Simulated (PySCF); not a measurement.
Species: C5H3F3N (charge -1).
SMILES: `C(F)(F)(c1cc[n-]c1)F`

Method used: PySCF 2.14.0, PBE0-D3(BJ)/def2-SVP geometry optimisation, gas phase.

Masses are those of the commonest isotopes; rigid-rotor values at the optimised geometry. 

Question: What are A, B and C (GHz)?

Answer: Ia = 141.57, Ib = 428.00, Ic = 482.56 u·Å²; 505379 MHz·u·Å²/I gives 3570, 1181 and 1047 MHz, that is A = 3.5698, B = 1.1808, C = 1.0473 GHz.

Question: What kind of rotor is it?

Answer: An asymmetric top; Ray's κ = -0.894.

Question: Is it planar, by Δ = Ic − Ia − Ib?

Answer: Not planar: Δ = Ic − Ia − Ib = -87.01 u·Å². For a rigid frame Δ = −2 Σ m c², so Σ m c² = 43.51 u·Å² lies off the ab plane: 0.00 from hydrogen and 43.51 from heavier atoms. The atom farthest from that plane is 1.15 Å away.

Question: Give the other two planar moments, Paa and Pbb, and the rms extents of the mass along the axes.

Answer: Paa = Σ m a² = (Ib + Ic − Ia)/2 = 384.49 and Pbb = Σ m b² = (Ia + Ic − Ib)/2 = 98.07 u·Å². With the mass M = 134.02 u, the rms extents √(P/M) along a, b and c are 1.69, 0.86, 0.57 Å.

Question: Give the coordinates in the principal-axis frame, origin at the centre of mass.

Answer: The sense of each axis is arbitrary; atoms in the order of the calculation.
```tsv
atom	mass (u)	a (Å)	b (Å)	c (Å)
F1	18.998	-1.579	-1.248	-0.189
C2	12.000	-1.076	-0.007	-0.003
F3	18.998	-1.652	0.434	1.154
F4	18.998	-1.651	0.771	-0.961
C5	12.000	0.384	0.023	-0.011
C6	12.000	1.221	1.171	-0.001
C7	12.000	2.520	0.661	0.007
N8	14.003	2.548	-0.697	0.006
C9	12.000	1.261	-1.080	-0.004
H10	1.008	0.907	2.216	-0.004
H11	1.008	3.451	1.240	0.012
H12	1.008	0.975	-2.136	-0.012
```

Question: Where do the levels up to J = 4 lie, in cm⁻¹?

Answer: Above 0(0,0):
J = 1: 1(0,1) 0.0743, 1(1,1) 0.1540, 1(1,0) 0.1585
J = 2: 2(0,2) 0.2228, 2(1,2) 0.2982, 2(1,1) 0.3116, 2(2,1) 0.5506, 2(2,0) 0.5508
J = 3: 3(0,3) 0.4450, 3(1,3) 0.5144, 3(1,2) 0.5411, 3(2,2) 0.7736, 3(2,1) 0.7745, 3(3,1) 1.1833, 3(3,0) 1.1833
J = 4: 4(0,4) 0.7405, 4(1,4) 0.8024, 4(1,3) 0.8469, 4(2,3) 1.0707, 4(2,2) 1.0734, 4(3,2) 1.4809, 4(3,1) 1.4809, 4(4,1) 2.0540, 4(4,0) 2.0540

Question: Predict some low-J microwave lines.

Answer: The dipole components (about the centre of mass, as the species is charged) are |μa| = 4.75 D, |μb| = 0.77 D, |μc| = 0.04 D. The squared components, which scale the intensities, stand as 1.00 : 0.03 : 0.00 (a : b : c). Some lines, for components of 0.1 D or more:

```tsv
type	branch	J(Ka,Kc)	MHz	lower level (cm⁻¹)
a	Q	2(1,1) ← 2(1,2)	401	0.298
b	R	2(0,2) ← 1(1,1)	2062	0.154
a	R	1(0,1) ← 0(0,0)	2228	0.000
b	Q	1(1,0) ← 1(0,1)	2522	0.074
b	Q	2(1,1) ← 2(0,2)	2661	0.223
a	R	2(1,2) ← 1(1,1)	4323	0.154
a	R	2(0,2) ← 1(0,1)	4451	0.074
a	R	2(1,1) ← 1(1,0)	4590	0.158
b	R	1(1,1) ← 0(0,0)	4617	0.000
b	R	2(1,2) ← 1(0,1)	6712	0.074
b	Q	2(2,0) ← 2(1,1)	7172	0.312
b	Q	2(2,1) ← 2(1,2)	7567	0.298
b	R	2(2,1) ← 1(1,0)	11757	0.158
b	R	2(2,0) ← 1(1,1)	11896	0.154
```

Stationary, but not proved a minimum. No vibrational averaging or centrifugal distortion is included, and the geometry carries the error of its method. Quadrupole hyperfine structure (14N) is left out.

Hardware: one thread of an Arm Neoverse V2, no GPU, on a shared host. Cost: 46 s of wall time. These figures are those of the optimisation.

Shape of the structure used: `[F:1][C:2]([F:3])([F:4])[c:5]1[cH:6][cH:7][n-:8][cH:9]1`: F1–C2–C5–C6 172°.
